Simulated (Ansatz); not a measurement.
One change: `[NH]=[W](=[NH])([OH])[Cl]` becomes `[NH]=[W](=[NH])([NH2])[OH]`.

Ansatz, PBE0-D4/def2-TZVP geometries, multiplicity 1. Each molecule was computed in one conformer, which needn't be the lowest.

Elements past krypton have def2 core potentials.

| property | `[NH]=[W](=[NH])([OH])[Cl]` |
| --- | --- |
| HOMO–LUMO gap (ωB97M-V/def2-TZVPP) / eV | 10.73 |
| zero-point energy (PBE0-D4/def2-TZVP) / kJ/mol | 112.8 |
| HOMO–LUMO gap (PBE/def2-TZVPP) / eV | 4.32 |
| HOMO energy (PBE/def2-TZVPP) / eV | -6.58 |
| LUMO energy (PBE0/def2-TZVPP) / eV | -1.48 |
| LUMO energy (ωB97M-V/def2-TZVPP) / eV | 0.60 |

**Question.** What does the change do to each property? (An estimate is asked.)

**Answer.** Ansatz gave: 
| property | `[NH]=[W](=[NH])([NH2])[OH]` | shift |
| --- | --- | --- |
| HOMO–LUMO gap (ωB97M-V/def2-TZVPP) / eV | 10.98 | 0.25 |
| zero-point energy (PBE0-D4/def2-TZVP) / kJ/mol | 176.1 | 63.3 |
| HOMO–LUMO gap (PBE/def2-TZVPP) / eV | 4.76 | 0.44 |
| HOMO energy (PBE/def2-TZVPP) / eV | -5.95 | 0.63 |
| LUMO energy (PBE0/def2-TZVPP) / eV | -0.36 | 1.12 |
| LUMO energy (ωB97M-V/def2-TZVPP) / eV | 1.45 | 0.85 |

With PBE0 the HOMO rises by 0.65 eV and the LUMO rises by 1.12 eV, so the gap widens by about 0.47 eV. PBE moves the HOMO by 0.63 eV and ωB97M-V by 0.61 eV. The zero-point energy changes by 63.3 kJ/mol with +6 modes.
